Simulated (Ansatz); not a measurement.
Gas-phase electronic energies from Ansatz, PBE0-D4/def2-TZVP geometries. CCSD(T)/CBS is the MP2 limit (def2-TZVPP, def2-QZVPP) plus CCSD(T) − MP2 in def2-TZVPP, frozen cores. Functionals use def2-TZVPP. Elements past krypton have def2 core potentials. For In, Ti outer-core shells are correlated without core-valence functions, which leaves a few kJ/mol of doubt a bond. Scalar relativity is left out up to krypton. One conformer a species, not always the lowest.

Reaction (redistribution): `C[O][Ti]([NH2])([NH2])[NH2]` + `C[N](C)[In]([NH2])[NH2]` → `C[N](C)[Ti]([NH2])([NH2])[NH2]` + `C[O][In]([NH2])[NH2]`

| level | ΔE (kJ/mol) |
| --- | --- |
| r2SCAN | 37.0 |
| PBE0 | 42.0 |
| BHLYP | 47.7 |
| CCSD/def2-SVP | 48.2 |
| SCS-MP2/def2-TZVPP | 39.5 |
| SCS-MP2/def2-QZVPP | 38.0 |
| HF/CBS(def2) | 54.0 |
| CCSD/CBS(def2) | 40.5 |

Task: What does CCSD(T)/CBS give? (Best estimate.)

Result: Computed: +36.1 kJ/mol. The listed levels differ from it by 0.9, 5.9, 11.6, 12.1, 3.4, 1.9, 17.9, 4.4 kJ/mol.

Largest T1 diagnostic among the species: 0.023, so the coupled-cluster value is less sure than usual.

In def2-TZVPP, CCSD(T) changes the Hartree–Fock value by −14.7 kJ/mol (the triples alone add −4.4 kJ/mol) and MP2 by −16.1 kJ/mol. The D4 term adds −5.2 kJ/mol with B3LYP and −3.1 kJ/mol with PBE0; it sums over pairs of atoms, weighted by their polarisabilities, and B3LYP, whose exchange is more repulsive, gets the larger term. From PBE to PBE0 (25 % exact exchange), in def2-TZVPP and without D4, ΔE moves by +3.9 kJ/mol.

B3LYP here is the variant with VWN-RPA as its local correlation; programs differ in this.
